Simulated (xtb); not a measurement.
xtb input:

```bash
xtb mol.xyz --gfn 2 --sp --chrg 0 --uhf 0
```
mol.xyz:
```
5

Si    -0.98990283    -0.04996027    -0.03804341
Cl     1.07228026     0.05411785     0.04120929
H     -1.36880146    -1.06901170    -1.03602533
H     -1.51034546     1.27418452    -0.43018875
H     -1.49097781    -0.42573246     1.29826384
```

Task: Which total energy does the run end on?

Result: -7.85529 Eh (GFN2-xTB).
